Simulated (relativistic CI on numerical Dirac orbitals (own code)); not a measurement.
**Slater and spin-orbit integrals, Sn XXXI**

These numbers are calculated, not measured: Dirac-Coulomb-Breit CI, separate exchange-only KLI orbitals for each configuration, model QED (radiative potential, 1s self-energy scaled to tabulated hydrogen-like ionisation energies), unscaled Slater integrals (own radial code, finite nucleus).

Slater integrals F^k, G^k are unscaled and averaged over j, outside the closed core [Ne]; ζ comes from projecting the Hamiltonian with its Breit term on Σ l·s of the shell.

- 3s²3p⁶3d²: F^2(3d,3d) = 372060, F^4(3d,3d) = 240120, ζ(3d) = 35708 cm⁻¹; <r>(3d) = 0.2741, <r^2>(3d) = 0.08722 (bohr units).
- 3s²3p⁵3d³: ζ(3p) = 273930, F^2(3d,3d) = 371230, F^4(3d,3d) = 239560, F^2(3p,3d) = 324190, G^1(3p,3d) = 349320, G^3(3p,3d) = 232360, ζ(3d) = 35228 cm⁻¹; <r>(3p) = 0.3069, <r^2>(3p) = 0.1087, <r>(3d) = 0.2747, <r^2>(3d) = 0.08759 (bohr units).
- 3s3p⁶3d³: F^2(3d,3d) = 370860, F^4(3d,3d) = 239310, G^2(3s,3d) = 262740, ζ(3d) = 35480 cm⁻¹; <r>(3s) = 0.3143, <r^2>(3s) = 0.1125, <r>(3d) = 0.2749, <r^2>(3d) = 0.08775 (bohr units).

Give the Racah parameters of the d shell in 3s²3p⁶3d².

B = F²/49 − 5F⁴/441 = 4871 cm⁻¹ and C = 35F⁴/441 = 19057 cm⁻¹.

Averages of the first 10 configurations, taken without configuration mixing, which lowers the lowest level and can move excited configurations by several eV; other configurations of the list can lie among them:

| Configuration | Parity | States | Average energy above the lowest level (eV) |
| --- | --- | --- | --- |
| 3s²3p⁶3d² | even | 45 | 17.8 |
| 3s²3p⁵3d³ | odd | 720 | 211.0 |
| 3s3p⁶3d³ | even | 240 | 368.0 |
| 3s²3p⁶3d4s | even | 20 | 724.3 |
| 3s²3p⁶3d4p | odd | 60 | 781.3 |
| 3s²3p⁶3d4d | even | 100 | 857.3 |
| 3s²3p⁵3d²4s | odd | 540 | 911.2 |
| 3s²3p⁶3d4f | odd | 140 | 922.0 |
| 3s²3p⁵3d²4p | even | 1620 | 968.3 |
| 3s²3p⁵3d²4d | odd | 2700 | 1043.9 |
